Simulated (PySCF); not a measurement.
A series of substituents X on one scaffold: SiH2(OH)-X. Gas-phase values, no solvent. One relaxed conformer stands for each flexible species; it need not be the lowest. Strings in code marks are SMILES.

The T1 excitation (TDA) from two functionals at the same geometries (PBE0-D4/def2-TZVP), both in PySCF: PBE-D3(BJ)/def2-TZVP and PBE0-D4/def2-TZVP. Excitations are Tamm–Dancoff values on a coarser integration grid. The basis has no diffuse functions, so Rydberg states are missing or too high.

```csv
species,PBE-D3(BJ)/def2-TZVP (eV)
X = methyl (`C[SiH2]O` (C–Si–O–H torsion 70°)),6.36
X = fluoro (`O[SiH2]F` (H–O–Si–F torsion 72°)),7.07
X = bromo,6.21
X = iodo,5.17
X = carboxy (`OC([SiH2]O)=O`),4.33
X = silyl (`O[SiH2][SiH3]` (H–O–Si–Si torsion 59°)),4.96
X = borono,5.07
X = germyl (`[SiH2]([GeH3])O` (H–O–Si–Ge torsion 60°)),5.11
"X = siloxy (`O([SiH2]O)[SiH3]` (H–O–Si–O torsion 72°, O–Si–O–Si torsion 68°))",6.42
X = propynyl (`CC#C[SiH2]O`),4.82
```

Problem. What does PBE0-D4/def2-TZVP give for each?

Solution. 
- X = methyl (`C[SiH2]O` (C–Si–O–H torsion 70°)): 6.97
- X = fluoro (`O[SiH2]F` (H–O–Si–F torsion 72°)): 7.69
- X = bromo: 6.79
- X = iodo: 5.50
- X = carboxy (`OC([SiH2]O)=O`): 4.44
- X = silyl (`O[SiH2][SiH3]` (H–O–Si–Si torsion 59°)): 5.29
- X = borono: 5.30
- X = germyl (`[SiH2]([GeH3])O` (H–O–Si–Ge torsion 60°)): 5.45
- X = siloxy (`O([SiH2]O)[SiH3]` (H–O–Si–O torsion 72°, O–Si–O–Si torsion 68°)): 7.11
- X = propynyl (`CC#C[SiH2]O`): 4.84
Over these rows, drawn at random from the members with no instability flagged (it was tested for open shells, ions and some series alone), PBE minus PBE0-D4: mean -0.39 eV, from -0.69 eV to -0.02 eV.
